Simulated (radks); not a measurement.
Results of a calculation; reference values are marked as such.
Q: Successive ionisation energies (eV) of one element, from differences of total energies of ions in their ground configurations, starting at charge 22: 662.33, 812.35, 849.36, 885.99, 933.99, 972.43, 1010.4, 1131.1, 1174.7, 2027.5, 2119.0, 2211.6, 2305.2, 2399.7, 2523.0, 2622.5, 2723.1, 2824.7, 2927.1, 3267.6, 3358.1, 3447.1. Level of theory: scalar-relativistic Kohn-Sham, PBEsol, spin-polarised, spherical densities, finite nucleus; open shells are filled with parallel spins first (spin-orbit coupling, left out, can overturn this in heavy ions); Fermi nuclear charge, rms radius 4.8919 fm (a radial shooting solver on a logarithmic mesh with Libxc functionals). Which element is it?

A: Praseodymium (Z = 59). The first species listed is Pr22+ in [Kr] 4d1, the last Pr43+ in [Ne] 3s2 3p4.
